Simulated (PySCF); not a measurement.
Diatomics of Y with the halogens

PBE0 with triple-zeta basis sets in PySCF, for the lowest determinant that a PBE0 search found; no spin–orbit coupling. De refers to high-spin ground-configuration atoms. A positive dipole means M(−)Y(+).

```json
{"M": "F", "basis": "def2-TZVPP", "state (unpaired electrons)": "singlet (closed shell)", "Re (Å)": "1.922", "ωe (cm⁻¹)": "643", "De (eV)": "6.78", "μ (D)": "1.83"}
{"M": "Cl", "basis": "def2-TZVPP", "state (unpaired electrons)": "singlet (closed shell)", "Re (Å)": "2.377", "ωe (cm⁻¹)": "382", "De (eV)": "5.22", "μ (D)": "2.44"}
{"M": "Br", "basis": "def2-TZVPP", "state (unpaired electrons)": "singlet (closed shell)", "Re (Å)": "2.538", "ωe (cm⁻¹)": "270", "De (eV)": "4.63", "μ (D)": "2.55"}
{"M": "I", "basis": "def2-TZVPP", "state (unpaired electrons)": "singlet (closed shell)", "Re (Å)": "2.763", "ωe (cm⁻¹)": "214", "De (eV)": "3.88", "μ (D)": "2.56"}
```

The shortest bond is that of YF (1.922 Å), the longest that of YI (2.763 Å). YF is bound most strongly (6.78 eV) and YI least (3.88 eV).

Down a group the atoms grow and get heavier, so bonds lengthen and wavenumbers fall; this series shows no clear exception.

The metal atom is held in its measured ground configuration; semilocal functionals can put another filling of s and d lower by some tenths of an eV, and De to that atom would be smaller. Spin–orbit coupling is left out, which matters for elements this heavy, above all for dissociation energies.
